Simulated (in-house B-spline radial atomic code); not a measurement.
Settings and results of a run for the zinc ion Zn⁴⁺. Method: scalar-relativistic (X2C) RPBE, spin-polarised, spherical fractional occupations, Fermi nucleus of rms radius 3.9283 fm. Calculated with a B-spline radial code for spherical atoms.

Command:
```bash
python run_scf.py task.json out
```
Settings (nuclear radius in fm, mass in u):
```
Z                30
configuration    [Ar] 3d8
hamiltonian      x2c
method           rpbe,pbe
spin_polarised   True
nucleus          fermi
rms_radius       3.9283
atomic_mass      63.92914
speed_of_light   137.035999084
```

Output (hartree, bohr):
```
 radial grid: 67 intervals, B-splines of order 8, outer radius 14.6809 bohr

 iter        energy (Eh)    residual
    1       -1774.320381    7.25e-01
    2       -1780.459324    7.85e-01
    3       -1790.857336    1.25e-01
    4       -1791.204078    2.42e-02
    5       -1791.212723    4.62e-03
    6       -1791.212907    8.28e-04
    7       -1791.212911    6.52e-04
    8       -1791.212921    5.18e-06
    9       -1791.212921    1.52e-07

 total energy                     -1791.21292
 kinetic                            1824.4762
 electron-nucleus                  -4258.2168
 Hartree                             712.6484
 exchange-correlation                -70.1207

 orbital      occ     eigenvalue          <r>       <r^2>       <1/r>       r_max
 1s up      1.000      -352.2302    0.0499402  0.00336793     30.7673     0.03249
 1s down    1.000      -352.2304      0.04994   0.0033679     30.7674     0.03249
 2s up      1.000       -45.0652     0.225956   0.0603044     6.67136      0.1892
 2s down    1.000       -45.0118     0.225773   0.0602031      6.6773      0.1892
 2p up      3.000       -39.3797     0.198254   0.0482125     6.46675      0.1521
 2p down    3.000       -39.3401     0.198058   0.0481092     6.47178       0.152
 3s up      1.000        -7.2006     0.671255    0.519022      2.1328      0.5855
 3s down    1.000        -7.1027     0.672619    0.521244     2.12685       0.586
 3p up      3.000        -5.4978     0.695858    0.568259     1.97781      0.5881
 3p down    3.000        -5.4011     0.698106     0.57223     1.97059       0.589
 3d up      5.000        -2.7351     0.768983    0.739111     1.67102      0.5493
 3d down    3.000        -2.6398     0.778674    0.760564     1.65641      0.5524
```

Run time, properties included: 0.19 s on 1 thread of Arm Neoverse V2, with other jobs on the host.

One-electron X2C: radii and densities carry no picture-change correction, so inner-shell <1/r> comes out high (for 1s by about 2 % at Z = 33, 5 % at 54, 10 % at 75, 30 % at 118) and <r> low.
